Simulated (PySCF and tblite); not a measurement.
The numbers below are computed, except where a source is named.
C8H7NO, numbered as in [CH3:1][O:2][c:3]1[cH:4][cH:5][cH:6][c:7]([C:8]#[N:9])[cH:10]1.

Conformers came from 60 starts (ETKDG and KDG, MMFF94s, GFN2-xTB); geometries are GFN2-xTB. Energies: PBE0-D3(BJ)/pcSseg-1, with GFN2-xTB thermal terms (modes under about 100 cm⁻¹ blended into free rotors). Symmetry numbers and mirror images are counted. Conformers within 2.5 kcal/mol (GFN2-xTB free energy) were kept, 3 at most. Couplings: B3LYP/6-31G* with pcJ-1 on H (gas phase; spin-dipole term only for pairs with B, N, F, Si or P). Couplings are for ¹H. H–H couplings come out 0.1 to 0.9 Hz lower than with pcJ-1 on all atoms. Run with PySCF (density fitting) and tblite.

Torsions listed: C1–O2–C3–C4.

| conformer | shape | weight % |
| --- | --- | --- |
| 1 | 180° | 65.8 |
| 2 | 0° | 34.2 |

**Question.** Give the couplings in each conformer and the averages at 298.15 K (pairs that fast motion interchanges averaged).

**Answer.** 
| coupling | pairs | 1 | 2 | average (Hz) |
| --- | --- | --- | --- | --- |
| ²J(H1,H1) | 3 | -11.6 | -11.6 | -11.6 |
| ³J(H4,H5) | 1 | 9.6 | 9.7 | 9.6 |
| ³J(H5,H6) | 1 | 8.6 | 8.7 | 8.6 |
